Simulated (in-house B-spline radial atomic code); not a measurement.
Results of a calculation; reference values are marked as such.
C6 from the polarisability at imaginary frequency: the arsenic ion As³⁺

RPBE linear response of the closed shell [Ar] 3d10 4s2, from a B-spline radial code for spherical atoms; scalar-relativistic (spin-free one-electron X2C), finite nucleus, no spin-orbit coupling; shells from n = 2 respond.

The dispersion coefficient of two like species is C6 = (3/π) ∫ α(iu)² du from 0 to ∞.

```csv
u (hartree),α(iu) (bohr³)
0,6.885
0.24,5.785
0.56,3.522
0.96,2.018
1.6,1.119
2.4,0.7065
3.6,0.4477
5.6,0.2652
8,0.1671
12,0.09378
20,0.04205
40,0.0129
```

(1) Fit one oscillator, α(iu) = α(0)/(1 + u²/ω²), through u = 0.96 and estimate C6.

(2) How does that compare with the full integral?

Results:

(1) From α(0)/α(iu) − 1 = 6.885/2.018 − 1 = 2.4118, ω = u/√2.4118 = 0.6182 hartree (16.8 eV). London's formula gives C6 = (3/4) α(0)² ω = 0.75 × 6.885² × 0.6182 = 21.98 hartree·bohr⁶, and the oscillator holds f = α(0) ω² = 2.63 electrons, of a sum of oscillator strengths of 28.6.

(2) The program's quadrature over all excitations gives C6 = 21.84, so the single oscillator is off by +0.6 %. At the last point the fit gives α = 0.00164 against 0.0129: higher excitations, and deeper shells where there are any, keep the true curve higher at large u.
